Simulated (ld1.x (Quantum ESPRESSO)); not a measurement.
Scattering properties, PAW potential for zirconium (Zr)

```json
{"Element": "zirconium (Zr)", "Generator": "ld1.x (Quantum ESPRESSO) 7.5", "Type": "PAW", "Functional": "PBEsol", "Relativity": "scalar-relativistic", "Frozen core": "[Kr]", "Valence charge": "4", "Reference configuration": "4d2 5s1 5p0 (charge +1)", "Partial waves": "5s (bound): rcut 2.65, rcutus 3.55 bohr; 5s channel at 0.3 Ry: rcut 2.65, rcutus 3.55 bohr; 5p (bound, empty): rcut 3.30, rcutus 3.80 bohr; 5p channel at 0.5 Ry: rcut 3.30, rcutus 3.80 bohr; 4d (bound): rcut 2.80, rcutus 3.15 bohr; 4d channel at 2.55 Ry: rcut 2.80, rcutus 3.15 bohr", "Local potential": "all-electron potential smoothed inside 2.85 bohr (lloc = -2)", "Core correction": "Bessel-smoothed model core inside 1.50 bohr", "Augmentation charge": "BESSEL, radius 2.05 bohr"}
```

The phase is arctan(r·u′/u) with u = r·R(r), unwrapped; energies in Ry, scanned from -3 to 5 Ry. A pole is an energy at which the radial function vanishes at the test radius. The pseudo phase is shifted by a multiple of π to meet the all-electron one at the reference energy, and phase errors are pseudo minus all-electron; the curves can meet again beyond the range given. Levels narrower than the energy grid can be missing from the lists of poles. n/a: not evaluated, since a narrow level or a reset projector energy made the automatic matching unsafe.

Question: For each channel, where are the poles, and over which energies does the pseudopotential scatter like the atom?

Answer:

| channel | radius (bohr) | reference energy (Ry) | poles, all-electron | poles, pseudo | unbroken range about the reference energy with phases within 0.05 rad | phase error 1 Ry above the reference energy (rad) |
| --- | --- | --- | --- | --- | --- | --- |
| s | 4.08 | -0.73 | -0.24, 3.13 | -0.24, 2.33, 3.55 | below 1.2 | +0.000 |
| p | 4.08 | -0.46 | 0.36, 3.89 | 0.36, 2.78 | n/a | n/a |
| d | 4.08 | -0.74 | -0.65, 1.59 | -0.64, 1.65 | below -0.1 | +0.316 |

Phases in the d channel:

```tsv
E (Ry)	all-electron	pseudo
-3.00	1.417	1.417
-2.76	1.409	1.410
-2.52	1.399	1.401
-2.28	1.388	1.389
-2.04	1.374	1.376
-1.80	1.356	1.358
-1.56	1.331	1.334
-1.32	1.291	1.296
-1.08	1.207	1.215
-0.84	0.642	0.664
-0.60	-1.648	-1.641
-0.36	-1.832	-1.812
-0.12	-1.988	-1.941
0.12	-2.306	-2.165
0.36	-3.272	-2.810
0.60	-4.176	-3.941
0.84	-4.462	-4.383
1.08	-4.585	-4.548
1.32	-4.657	-4.636
1.56	-4.707	-4.694
1.80	-4.749	-4.741
2.04	-4.789	-4.785
2.28	-4.834	-4.833
2.52	-4.895	-4.895
2.76	-4.996	-4.994
3.00	-5.232	-5.202
3.24	-6.124	-5.863
3.48	-7.260	-7.044
3.72	-7.560	-7.460
3.96	-7.674	-7.609
4.20	-7.735	-7.683
4.44	-7.774	-7.729
4.68	-7.802	-7.761
4.92	-7.825	-7.784
```
